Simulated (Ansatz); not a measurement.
`BN([SiH3])[SiH2][SiH3]` + `BN[SiH3]` → `BN([SiH3])[SiH3]` + `BN[SiH2][SiH3]` at 298.15 K and 1 bar (ligand exchange at the Si–N bond).

Gas-phase electronic energies from Ansatz, PBE0-D4/def2-TZVP geometries. CCSD(T)/CBS adds triple-zeta CCSD(T) − MP2 to the extrapolated MP2 energy (def2 sets, frozen cores). Each species was taken in one conformer, which may not be the lowest.

```json
{"species": "`BN([SiH3])[SiH2][SiH3]`", "CCSD(T)/CBS energy (Eh)": "-952.80471", "H − E (kJ/mol)": "279.0", "S (J/(mol·K))": "410.6"}
{"species": "`BN[SiH3]`", "CCSD(T)/CBS energy (Eh)": "-372.22946", "H − E (kJ/mol)": "182.4", "S (J/(mol·K))": "292.7"}
{"species": "`BN([SiH3])[SiH3]`", "CCSD(T)/CBS energy (Eh)": "-662.52490", "H − E (kJ/mol)": "227.7", "S (J/(mol·K))": "348.6"}
{"species": "`BN[SiH2][SiH3]`", "CCSD(T)/CBS energy (Eh)": "-662.50812", "H − E (kJ/mol)": "233.5", "S (J/(mol·K))": "355.4"}
```

H − E and S are ideal-gas, rigid-rotor, harmonic terms from PBE0-D4/def2-TZVP, for one conformer and one mirror image of each species. 1 Eh = 2625.50 kJ/mol, R = 8.31446 J/(mol·K).

By hand: ΔE, ΔH, ΔS and ΔG.

ΔE = (-662.52490) + (-662.50812) − (-952.80471) − (-372.22946) = 0.00115 Eh = 3.0 kJ/mol. Δ(H − E) = 227.7 + 233.5 − 279.0 − 182.4 = -0.2, so ΔH = 2.8 kJ/mol. ΔS = 348.6 + 355.4 − 410.6 − 292.7 = 0.7 J/(mol·K). ΔG = 2.8 − 298.15 × (0.7)/1000 = 2.6 kJ/mol.

By hand: the equilibrium constant, and the temperature at which ΔG would vanish if ΔH and ΔS stayed fixed.

log₁₀ K = −ΔG/(RT ln 10) = -0.5. ΔG = 0 at ΔH/ΔS = 4000 K, far beyond where these terms or the molecules hold.

The number of gas molecules stays the same, so ΔS is small and ΔH decides. The sign of ΔG lies within the doubt. A doubt of 5 kJ/mol in ΔE shifts log₁₀ K by 0.9 here. Other conformers and mirror images would add mixing entropy, several J/(mol·K) or more a flexible species. Modes under 60 cm⁻¹, often nearly free rotors, make the harmonic entropy too high. These are equilibria of isolated gas molecules and say nothing of rates. Largest T1 diagnostic: 0.013 (customary marks: 0.02 for closed shells, 0.045 for open ones).
